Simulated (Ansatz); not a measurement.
A made-up structure of LiAlBH2F, singlet:

Li1  (-2.291, 1.379, -0.518)
Al2  (0.576, -0.867, 0.597)
B3  (-0.274, 0.728, -0.575)
F4  (1.242, -0.627, 2.263)
H5  (0.513, 1.149, -1.300)
H6  (0.588, -2.322, 0.161)
(Å)

It is relaxed with PBE-D4/def2-SVP and then PBE0-D4/def2-TZVP (Ansatz 0.2.0). Atoms count as bonded within 1.22 times the sum of their covalent radii (H–H: 0.88 Å). The end point is not checked to be a true minimum.

Question: Does its bonding change? (A judgement: the text doesn't fix the answer.)

Answer: By the calculation: No: no bond forms or breaks.

Where it ends: The first stage lowers the energy by 0.34 eV in 12 steps. It ends as LiAlBH₂F ([Li][BH][AlH][F]):
```xyz
6
angstrom
Li -2.2148 1.1626 -0.3281
Al 0.6313 -0.8398 0.5731
B -0.0750 0.7083 -0.5983
F 1.0519 -0.5577 2.1654
H 0.5142 1.3600 -1.4205
H 0.4478 -2.3929 0.2365
```

Labels in which every atom is bracketed show which atoms are joined, not bond orders.

For scale, one of the runs: PBE0-D4/def2-TZVP relaxation, 125 basis functions, launched by `ansatz run in.yaml --threads 2 --pin off --events-out ev --progress --plain --max-ram 4352MiB`. Hardware: 2 CPU threads of an Arm Neoverse V2, shared host. Wall time about 22 s.
